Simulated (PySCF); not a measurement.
CdF₂, SMILES [F][Cd][F]. Atoms are numbered in the order given.

```xyz
3

Cd     0.0000     0.0000     0.0000
F      0.0000     0.0000    -1.9216
F      0.0000     0.0000     1.9216
```
Charge 0, spin multiplicity 1.

Geometry optimised at PBE0-D3(BJ)/def2-TZVP. The def2 effective core potentials stand for the cores of Cd; spin–orbit coupling is left out.

Computed with r2SCAN/def2-TZVPD run with PySCF.

Mulliken values depend strongly on the basis, most of all with diffuse functions as here. ESP charges are fitted to the potential on shells at 1.4 to 2.0 van der Waals radii. Atomic charges (e):

```csv
atom,ESP fit,Mulliken
Cd1,1.00,1.16
F2,-0.50,-0.58
F3,-0.50,-0.58
```
